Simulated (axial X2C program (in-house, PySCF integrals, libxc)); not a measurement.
**Potential curves of LiNb⁻, 2c**

All values were computed with an in-house relativistic program for diatomic molecules. Two-component (2c) means X2C with spin–orbit coupling and atomic mean-field two-electron Coulomb and Gaunt terms. Basis: Nb dyall-acv3z [12s13p10d5f3g], Li dyall-av3z [9s9p3d] (cores contracted in-house); Gaussian nuclei, density fitting, unrestricted open shells. Masses: Nb 92.906 u, Li 7.016 u.

State: Ω = 1/2 (⟨Sz⟩ = 2.50, ⟨Lz⟩ = -2.00 at PBE0). Energies in cm⁻¹ from the lowest point of each curve. Fits are polynomials in 1 − R0/R over 0.85 to 1.23 times the lowest point R0.

```tsv
R (Å)	PBE0	r2SCAN
2.6563	422	505
2.7439	169	228
2.8314	37	68
2.9190	0	0
3.0212	53	20
3.1233	182	120
3.2547	429	333
3.4152	808	682
```

The state is a single determinant with fixed occupations, the lowest that a limited PBE0 search found. Density functionals use the spin component along the axis (collinear). The functionals have no current-density term, which raises determinants with orbital currents, atoms included. With several unpaired electrons one determinant need not be a pure state. The bond is weak and the correlated curve of this state has no minimum in the scanned range, so this well may be an artefact of the functional. At some level and bond length an empty orbital lies below a filled one. The highest occupied level of some functionals is positive through self-interaction error; at Hartree–Fock it is bound. The determinant is spin-polarised beyond a pure state at some levels (its spin-free form has ⟨S²⟩ too high), which makes Re and μ there less reliable. The lowest spin-free determinant has another configuration (M_S = 5/2, Λ = 1), so the order of states is uncertain and this need not be the ground state.

(1) What are Re and ωe at the PBE0 level?

(2) Fit the r2SCAN curve near its minimum: give the equilibrium distance and the harmonic wavenumber.

Answers

(1) At PBE0, 2c: Re = 2.914 Å, ωe ≈ 228 cm⁻¹; Be follows as 0.304 cm⁻¹.

(2) At r2SCAN, 2c: Re = 2.948 Å, ωe ≈ 221 cm⁻¹; Be follows as 0.297 cm⁻¹.
